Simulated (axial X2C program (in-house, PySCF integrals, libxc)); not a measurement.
What spin–orbit coupling does to TiB⁺

Computed with an axial X2C code built on PySCF integrals. Spin-free means the one-electron spin-free X2C Hamiltonian; two-component (2c) means X2C with spin–orbit coupling and atomic mean-field two-electron Coulomb and Gaunt terms, so the difference of the two also holds small scalar two-electron terms. Basis: Ti dyall-cv3z [10s10p6d4f2g], B dyall-v3z [7s6p2d1f] (cores contracted in-house); Gaussian nuclei, density fitting, unrestricted open shells. Masses: Ti 47.948 u, B 11.009 u.

Spin-free state: M_S = 2, Λ = 2 (beyond evenly filled blocks: σα, π+α, π-α, δ+α); fragments Ti+ + B.

| level | Re (Å) | ωe (cm⁻¹) | De (eV) | μ (D) |
| --- | --- | --- | --- | --- |
| PBE0 | 2.075 | 495.5 | 2.501 | -3.16 |
| HF | 2.253 | 511.1 | 0.513 | -5.05 |
| MP2 | 2.082 | 504.4 | 1.589 | n/a |
| CCSD | 2.100 | 522.6 | 1.602 | n/a |
| CCSD(T) | 2.071 | 523.7 | 1.815 | n/a |
| PW91 | 2.057 | 547.3 | 3.129 | -2.92 |

Correlated methods: 14 electrons correlated (number of frozen shells: Ti 2 s, 1 p; B 1 s), 260 virtual spin orbitals or spinors in MP2, 90 natural virtuals in coupled cluster.

Dipoles are positive if B is the positive end and refer to the centre of mass.

Two-component determinant lowest at the distance of the search:

Ω = 4 (⟨Sz⟩ = 2.00, ⟨Lz⟩ = 2.00 at HF); fragments Ti+ + B.

```tsv
level	Re (Å)	ωe (cm⁻¹)	De (eV)	μ (D)
PBE0	2.075	494.9	n/a	-3.16
HF	2.252	511.7	n/a	-5.03
MP2	2.081	504.2	n/a	n/a
CCSD	2.099	522.3	n/a	n/a
CCSD(T)	2.071	523.2	1.787	n/a
PW91	2.056	547.2	n/a	-2.92
```

**Question.** From the two tables, how do the constants change at the CCSD(T) level (2c against spin-free)?

**Answer.** At the CCSD(T) level Re is unchanged within 0.001 Å and ωe goes down by 0.5 cm⁻¹; De is not compared, since the atomic limits differ or miss part of their spin–orbit lowering.

One determinant describes the state; a PBE0 search over occupations chose it and may have missed a lower one. Dissociation energies refer to the lowest single-determinant-based atoms at the same level and basis. De is not given where an atomic determinant may have missed its ground term or J level, or where the truncated virtual space spoils (T). Density functionals use the spin component along the axis (collinear). Coupled cluster ran in a truncated set of natural virtual spinors; the MP2 energy of the rest was added. (T) has no such correction and the atoms are truncated less, which lowers De at CCSD(T) by a hundredth of an eV or more. A 2c atom that is not at its ground J level misses part of its spin–orbit lowering, and De is too large by that part (0.04 eV or less for light atoms). This holds for CCSD(T). PBE0 can misorder states that lie within some tenths of an eV, so this need not be the ground state of the molecule. The nearest other spin-free determinant of the search, M_S = 2, Λ = 0, lies 0.47 eV up at the distance of the search. Without a current term, density functionals place determinants with orbital angular momentum somewhat too high. With several unpaired electrons one determinant need not be a pure state. Open-shell Ω = 0 determinants with evenly filled partner blocks cannot be reached by this program, so the Ω shown need not be the lowest component. At some level and bond length an empty orbital lies below a filled one. Some points did not converge and are left out. The T1 diagnostic is large, a sign of multireference character. The stretched end of a curve changes character and is left out.
